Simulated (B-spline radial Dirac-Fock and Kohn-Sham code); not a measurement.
## Core-level shifts of tungsten with charge state

Method: relaxed Dirac-Fock hole states (ΔSCF) with Breit and QED corrections and a finite nucleus. Computed with a radial B-spline solver. Each ion is free and in its tabulated ground configuration. No correlation.

Reference: W¹⁶⁺, [Kr] 4d10 4f11 5s1, with 1s 69909.7 eV, 4p1/2 865.2 eV, 4p3/2 795.1 eV, 4d5/2 609.8 eV, 4f 392.7 eV, Kα1 (K-L3) 59318.0 eV, Kβ1 (K-M3) 67243.0 eV, Lα1 (L3-M5) 8399.8 eV. Shifts from it, in eV (a dash: the subshell is empty, belongs to an open shell averaged over j, or its hole state is left out as unreliable):

```
 ion   configuration      1s   4p1/2   4p3/2   4d5/2      4f    Kα1     Kβ1    Lα1
W¹⁷⁺  [Kr] 4d10 4f11   +33.2   +29.3   +29.1   +29.1   +28.9  +1.46   +2.67  +1.00
W¹⁸⁺  [Kr] 4d10 4f10   +77.6   +70.6   +69.6   +68.6   +69.1  +0.53   +0.89  +0.24
W¹⁹⁺   [Kr] 4d10 4f9       ?       ?       ?       ?       ?      ?       ?      ?
W²⁰⁺   [Kr] 4d10 4f8  +171.0  +156.5  +153.7  +150.8  +153.1  -1.54   -2.75  -1.22
W²¹⁺   [Kr] 4d10 4f7  +220.1  +201.0  +197.3  +193.4  +197.0  -2.68   -4.60  -1.90
W²²⁺   [Kr] 4d10 4f6  +270.7  +246.6  +241.9  +237.0  +242.0  -3.88   -6.45  -2.53
W²³⁺   [Kr] 4d10 4f5  +322.8  +293.1  +287.4  +281.6  +288.2  -5.14   -8.28  -3.10
W²⁴⁺   [Kr] 4d10 4f4  +376.5  +340.7  +333.8  +327.1  +335.6  -6.47  -10.09  -3.61
W²⁵⁺   [Kr] 4d10 4f3  +431.6  +389.1  +381.1  +373.6  +384.1  -7.86  -11.87  -4.05
```

Task: Give the missing shifts for W¹⁹⁺.

Result: 1s +123.5, 4p1/2 +113.0, 4p3/2 +111.2, 4d5/2 +109.2, 4f +110.5, Kα1 -0.47, Kβ1 -0.91, Lα1 -0.51 (eV).

Over this range K (1s) moves by +431.6 eV and Kα1 by -7.9 eV: a line is a difference of two levels that shift in the same direction.
